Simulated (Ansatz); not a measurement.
Relaxation of C3H8OSi (13 atoms, charge 0, multiplicity 1), to a largest force component of 0.015 eV/Å in at most 40 steps.

These are results of Ansatz, RKS r2SCAN/def2-SVP, not measurements.

```xyz
13
Properties=species:S:1:pos:R:3
C -1.911 -0.958 0.427
O -1.298 0.331 0.543
Si 0.312 0.344 0.726
C 1.302 0.032 -0.907
C 1.369 1.383 -0.358
H -1.621 -1.439 -0.477
H -3.003 -0.715 0.306
H -1.784 -1.514 1.303
H 0.899 -0.618 1.748
H 0.556 -0.137 -1.709
H 2.047 -0.665 -0.797
H 0.869 2.209 -0.824
H 2.284 1.712 0.035
```

**Question.** Where does it end, and by what steps?

**Answer.** It converged. After 10 steps the energy has fallen by 0.842 eV; H10 moved furthest, 0.41 Å.

```json
{"step": "0", "energy less start (eV)": "0.0000", "largest force component (eV/Å)": "3.699", "accepted": "yes"}
{"step": "1", "energy less start (eV)": "-0.6146", "largest force component (eV/Å)": "1.348", "accepted": "yes"}
{"step": "2", "energy less start (eV)": "-0.7023", "largest force component (eV/Å)": "0.943", "accepted": "yes"}
{"step": "3", "energy less start (eV)": "-0.8116", "largest force component (eV/Å)": "0.451", "accepted": "yes"}
{"step": "4", "energy less start (eV)": "-0.8278", "largest force component (eV/Å)": "0.571", "accepted": "yes"}
{"step": "5", "energy less start (eV)": "-0.8333", "largest force component (eV/Å)": "0.300", "accepted": "yes"}
{"step": "6", "energy less start (eV)": "-0.8406", "largest force component (eV/Å)": "0.059", "accepted": "yes"}
{"step": "7", "energy less start (eV)": "-0.8416", "largest force component (eV/Å)": "0.022", "accepted": "yes"}
{"step": "8", "energy less start (eV)": "-0.8419", "largest force component (eV/Å)": "0.023", "accepted": "yes"}
{"step": "9", "energy less start (eV)": "-0.8420", "largest force component (eV/Å)": "0.019", "accepted": "yes"}
{"step": "10", "energy less start (eV)": "-0.8420", "largest force component (eV/Å)": "0.006", "accepted": "yes"}
```

```xyz
13
Properties=species:S:1:pos:R:3
C -2.102 -0.938 0.488
O -1.258 0.194 0.517
Si 0.400 0.119 0.591
C 1.401 -0.003 -0.959
C 1.354 1.417 -0.291
H -1.931 -1.555 -0.413
H -3.147 -0.592 0.477
H -1.964 -1.580 1.379
H 0.896 -0.492 1.850
H 0.893 -0.081 -1.929
H 2.376 -0.506 -0.962
H 0.807 2.185 -0.852
H 2.298 1.796 0.118
```

The run took 39 s on 2 threads of Arm Neoverse V2 (shared host), peak memory 0.17 GiB.
